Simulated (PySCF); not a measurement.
A database entry of computed molecular properties.

```json
{
 "formula": "C6H3F3",
 "smiles": "Fc1ccc(F)c(F)c1",
 "charge": 0,
 "multiplicity": 1,
 "geometry_level": "GFN2-xTB",
 "electronic_structure_code": "PySCF",
 "results": {
  "GFN2-xTB geometry": {
   "point_group": "Cs",
   "rotational_constants_GHz": [3.06, 1.284, 0.905]
  },
  "PBE0/def2-SVPD ground state and vertical TDDFT (core frozen in the response)": {
   "dipole_D": 1.51,
   "homo_eV": -7.48,
   "lumo_eV": -1.04,
   "S1_eV": 5.33,
   "T1_tda_eV": 4.12,
   "polarisability_au": 67.7,
   "r2_bohr2_about_centre_of_nuclear_charge": 1109.0,
   "singlets_eV_and_f": [
    [5.33, 0.032],
    [6.23, 0.001],
    [6.72, 0.002],
    [7.12, 0.539],
    [7.28, 0.002],
    [7.3, 0.539],
    [7.39, 0.002],
    [7.65, 0.009]
   ],
   "triplets_tda_eV": [4.12, 4.36, 4.8]
  }
 }
}
```

No computed singlet falls in the visible range (750 to 380 nm, 1.65 to 3.26 eV); S1 lies 2.07 eV above its blue end. The principal polarisabilities are 41.1, 79.0 and 83.0 au; their mean is the isotropic value. The polarisability is 10.03 Å³ as a volume (1 au = 0.148185 Å³), or 1.03 au for each of the 66 electrons. With B = h/(8π²I), that is 505.379 GHz u Å² over I, the principal moments of inertia are 165.1, 393.5 and 558.7 u Å² (most abundant isotopes). In wavenumbers S1 is 43000 cm⁻¹ (1 eV = 8065.54 cm⁻¹).

Isolated species at its GFN2-xTB geometry, gas phase.
